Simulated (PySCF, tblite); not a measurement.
C₆H₁₀F₂O.
Cartesian coordinates in Å at the GFN2-xTB level; atoms count from 1:
```xyz
19
C6H10F2O angstrom
C      2.4816    0.4208   -0.7131
C      1.1793    0.8688   -0.0572
C     -0.0190    0.0304   -0.5313
F     -0.1318    0.1590   -1.9042
C     -1.3388    0.4840    0.1134
C     -2.5243   -0.3437   -0.3719
C      0.2297   -1.4220   -0.1866
O      0.3769   -1.8839    0.8908
F      0.2782   -2.2187   -1.2746
H      3.2919    1.0832   -0.4203
H      2.3877    0.4459   -1.7964
H      2.7395   -0.5921   -0.4101
H      0.9785    1.9119   -0.3079
H      1.2479    0.7746    1.0270
H     -1.4915    1.5340   -0.1429
H     -1.2323    0.3976    1.1952
H     -2.5891   -0.3126   -1.4570
H     -2.4269   -1.3813   -0.0593
H     -3.4475    0.0535    0.0412
```

Theory: PBE0/pcSseg-1 in PySCF (dipole) on a GFN2-xTB geometry, gas phase.

Masses are those of the commonest isotopes; rigid-rotor values at the optimised geometry. The values belong to one conformer with, in the numbering `[CH3:1][CH2:2][C:3]([F:4])([CH2:5][CH3:6])[C:7](=[O:8])[F:9]`, C1–C2–C3–F4 -59°, C2–C3–C5–C6 179°, C2–C3–C7–O8 61°.

(1) Give the principal moments of inertia and the rotational constants in MHz.

(2) What kind of rotor is it?

(3) What does the inertial defect say?

(4) Give the other two planar moments, Paa and Pbb, and the rms extents of the mass along the axes.

(5) List the rotational levels J(Ka,Kc) to J = 2 (cm⁻¹).

(6) Predict some low-J microwave lines.

(7) Estimate the classical rotational partition function at 25 K, 50 K and 200 K.

Results:

(1) Ia = 265.01, Ib = 345.38, Ic = 420.02 u·Å²; 505379 MHz·u·Å²/I gives A = 1907, B = 1463, C = 1203 MHz.

(2) An asymmetric top; Ray's κ = -0.261.

(3) Not planar: Δ = Ic − Ia − Ib = -190.36 u·Å². For a rigid frame Δ = −2 Σ m c², so Σ m c² = 95.18 u·Å² lies off the ab plane: 9.49 from hydrogen and 85.69 from heavier atoms. The atom farthest from that plane is 1.75 Å away.

(4) Paa = Σ m a² = (Ib + Ic − Ia)/2 = 250.20 and Pbb = Σ m b² = (Ia + Ic − Ib)/2 = 169.83 u·Å². With the mass M = 136.07 u, the rms extents √(P/M) along a, b and c are 1.36, 1.12, 0.84 Å.

(5) Above 0(0,0):
J = 1: 1(0,1) 0.0889, 1(1,1) 0.1037, 1(1,0) 0.1124
J = 2: 2(0,2) 0.2640, 2(1,2) 0.2730, 2(1,1) 0.2990, 2(2,1) 0.3434, 2(2,0) 0.3462
Those of J = 1 are B + C, A + C and A + B.

(6) The dipole components are |μa| = 0.00 D, |μb| = 2.52 D, |μc| = 0.97 D; the mirror of this Cs structure is the bc plane, so μa vanishes by symmetry (the 0.02 D computed is a residue) and there are no a-type lines. The squared components, which scale the intensities, stand as 1.00 : 0.15 (b : c). Some lines, for components of 0.1 D or more:

```json
{"type": "c", "branch": "Q", "J(Ka,Kc)": "4(2,3) ← 4(1,3)", "MHz": "650", "lower level (cm⁻¹)": "0.942"}
{"type": "b", "branch": "Q", "J(Ka,Kc)": "3(2,1) ← 3(1,2)", "MHz": "1386", "lower level (cm⁻¹)": "0.577"}
{"type": "b", "branch": "Q", "J(Ka,Kc)": "3(1,2) ← 3(0,3)", "MHz": "1668", "lower level (cm⁻¹)": "0.521"}
{"type": "b", "branch": "Q", "J(Ka,Kc)": "2(2,1) ← 2(1,2)", "MHz": "2112", "lower level (cm⁻¹)": "0.273"}
{"type": "b", "branch": "Q", "J(Ka,Kc)": "4(3,1) ← 4(2,2)", "MHz": "2286", "lower level (cm⁻¹)": "0.995"}
{"type": "b", "branch": "Q", "J(Ka,Kc)": "3(2,2) ← 3(1,3)", "MHz": "2548", "lower level (cm⁻¹)": "0.525"}
{"type": "b", "branch": "Q", "J(Ka,Kc)": "3(3,0) ← 3(2,1)", "MHz": "2555", "lower level (cm⁻¹)": "0.623"}
{"type": "b", "branch": "Q", "J(Ka,Kc)": "3(3,1) ← 3(2,2)", "MHz": "2916", "lower level (cm⁻¹)": "0.610"}
{"type": "b", "branch": "R", "J(Ka,Kc)": "1(1,1) ← 0(0,0)", "MHz": "3110", "lower level (cm⁻¹)": "0.000"}
{"type": "b", "branch": "Q", "J(Ka,Kc)": "4(3,2) ← 4(2,3)", "MHz": "3113", "lower level (cm⁻¹)": "0.964"}
{"type": "c", "branch": "R", "J(Ka,Kc)": "1(1,0) ← 0(0,0)", "MHz": "3370", "lower level (cm⁻¹)": "0.000"}
{"type": "b", "branch": "Q", "J(Ka,Kc)": "4(4,0) ← 4(3,1)", "MHz": "3791", "lower level (cm⁻¹)": "1.072"}
{"type": "b", "branch": "Q", "J(Ka,Kc)": "4(4,1) ← 4(3,2)", "MHz": "3909", "lower level (cm⁻¹)": "1.068"}
{"type": "b", "branch": "R", "J(Ka,Kc)": "3(1,2) ← 2(2,1)", "MHz": "6993", "lower level (cm⁻¹)": "0.343"}
{"type": "b", "branch": "R", "J(Ka,Kc)": "3(0,3) ← 2(1,2)", "MHz": "7436", "lower level (cm⁻¹)": "0.273"}
{"type": "b", "branch": "R", "J(Ka,Kc)": "3(1,3) ← 2(0,2)", "MHz": "7831", "lower level (cm⁻¹)": "0.264"}
{"type": "b", "branch": "R", "J(Ka,Kc)": "4(2,2) ← 3(3,1)", "MHz": "8630", "lower level (cm⁻¹)": "0.707"}
{"type": "c", "branch": "R", "J(Ka,Kc)": "3(1,2) ← 2(0,2)", "MHz": "9373", "lower level (cm⁻¹)": "0.264"}
{"type": "b", "branch": "R", "J(Ka,Kc)": "4(0,4) ← 3(1,3)", "MHz": "9968", "lower level (cm⁻¹)": "0.525"}
{"type": "c", "branch": "R", "J(Ka,Kc)": "4(2,2) ← 3(1,2)", "MHz": "12552", "lower level (cm⁻¹)": "0.577"}
{"type": "c", "branch": "R", "J(Ka,Kc)": "4(1,3) ← 3(0,3)", "MHz": "12622", "lower level (cm⁻¹)": "0.521"}
{"type": "c", "branch": "R", "J(Ka,Kc)": "4(2,3) ← 3(1,3)", "MHz": "13146", "lower level (cm⁻¹)": "0.525"}
{"type": "c", "branch": "R", "J(Ka,Kc)": "4(3,2) ← 3(2,2)", "MHz": "13711", "lower level (cm⁻¹)": "0.610"}
{"type": "c", "branch": "R", "J(Ka,Kc)": "4(4,1) ← 3(3,1)", "MHz": "14704", "lower level (cm⁻¹)": "0.707"}
```

(7) Point group Cs, symmetry number σ = 1; q = (√π/σ)·√((kT/h)³/(ABC)), k/h = 20836.6 MHz/K: 11500 at 25 K, 32500 at 50 K, 260000 at 200 K.

Its GFN2-xTB frequencies are all real (lowest 34 cm⁻¹). No vibrational averaging or centrifugal distortion is included, and the geometry carries the error of its method. A rigid rotor knows nothing of internal rotation, which can split or shift real lines.
